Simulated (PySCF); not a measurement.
# One molecule, a ladder of functionals, a line

Molecule: SMILES ClCCB(Cl)Cl, C2H4BCl3.

Atoms are numbered as in `[Cl:1][CH2:2][CH2:3][B:4]([Cl:5])[Cl:6]`. Hydrogens are named by the atom that carries them.

GIAO shieldings (ppm, equivalent atoms averaged) in PySCF 2.14 on the PBE0-D3(BJ)/def2-SVP geometry, basis pcSseg-2, gas phase, non-relativistic:

```csv
functional,exact exchange (%),σ(Cl5/Cl6),σ(Cl1),σ(C2),σ(C3)
BLYP,0,623.2,781.7,124.6,134.0
BP86,0,627.7,799.0,130.1,138.9
PBE,0,626.1,799.0,130.4,138.8
B3LYP,20,655.9,808.0,130.6,140.4
PBE0,25,667.7,829.7,137.2,146.4
BHandHLYP,50,700.4,840.7,138.2,148.3
HF,100,767.5,889.4,149.2,160.1
```

Problem. Fit each shielding as a line in the percentage of exact exchange.

Solution. σ(Cl5/Cl6) = 627.2 + 1.42 x (rms 2.7 ppm); σ(Cl1) = 794.3 + 0.96 x (rms 7.2 ppm); σ(C2) = 128.6 + 0.21 x (rms 2.3 ppm); σ(C3) = 137.5 + 0.23 x (rms 2.0 ppm). The functionals also differ in their semilocal parts, which the line can't hold; Hartree–Fock has no correlation at all.

Problem. What does the line predict for mPW1PW91 (25 %), and what does the run give?

Solution. σ(Cl5/Cl6): 662.7 predicted, 668.1 computed; σ(Cl1): 818.3 predicted, 828.4 computed; σ(C2): 133.8 predicted, 136.4 computed; σ(C3): 143.2 predicted, 146.0 computed ppm.
